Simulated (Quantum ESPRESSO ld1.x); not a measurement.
Results of a calculation; reference values are marked as such.
Problem. The mean radii <r> (bohr) of the occupied orbitals of an atom or ion are listed with their occupations. Code: ld1.x of Quantum ESPRESSO 7.5. Model: scalar-relativistic Kohn-Sham, LDA (Slater exchange, Perdew-Wang correlation), spin-polarised, spherical densities, point nucleus.

| orbital | occ. | <r> |
|---|---|---|
| 1s | 2 | 0.2303 |
| 2s | 2 | 1.109 |

Name the element and its charge. Open shells, if any, are filled with parallel spins first.

Solution. Z = 7, nitrogen, charge +3: N3+ in [He] 2s2. The 1s radius gives Z: for a bare nucleus <r> = (2 gamma + 1)/(2Z) with gamma = sqrt(1 - (Z/c)^2), 0.2141 bohr for Z = 7, and screening makes it slightly larger (0.2303 here). The occupations add up to 4, and the charge is Z minus that.
